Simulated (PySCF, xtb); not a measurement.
BeCl, SMILES [Be+][Cl], charge +1.

xtb 6.7.1 with GFN2-xTB at its own geometry gives an orbital gap of 3.57 eV.

The structure is a stationary point at B3LYP-D3(BJ)/def2-TZVPD. The multiplicity is an assumed one; other spin states were not compared.

Problem. What does PBE/def2-TZVPD run with PySCF give? (The exact figures need the calculation; the answer reports its results.)

Solution. gap 3.38 eV (levels -14.79 and -11.41 eV).
